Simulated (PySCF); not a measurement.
**Radial density of He⁺ (helium, charge +1)**

UHF, 1s1, 2S determinant. Calculation: PySCF 2.14, in aug-cc-pVTZ (4s3p2d, 23 functions); no relativity, point nucleus.

| r (bohr) | 4πr²ρ (e/bohr) | 4πr²(ρα − ρβ) |
| --- | --- | --- |
| 0.0105 | 0.003366 | 0.0034 |
| 0.0176 | 0.009413 | 0.0094 |
| 0.0296 | 0.02581 | 0.0258 |
| 0.0498 | 0.06769 | 0.0677 |
| 0.0838 | 0.1648 | 0.1648 |
| 0.141 | 0.3684 | 0.3684 |
| 0.237 | 0.6979 | 0.6979 |
| 0.399 | 1.024 | 1.0241 |
| 0.671 | 0.9721 | 0.9721 |
| 1.13 | 0.4526 | 0.4526 |
| 1.90 | 0.05922 | 0.0592 |
| 3.19 | 0.0009308 | 0.0009 |
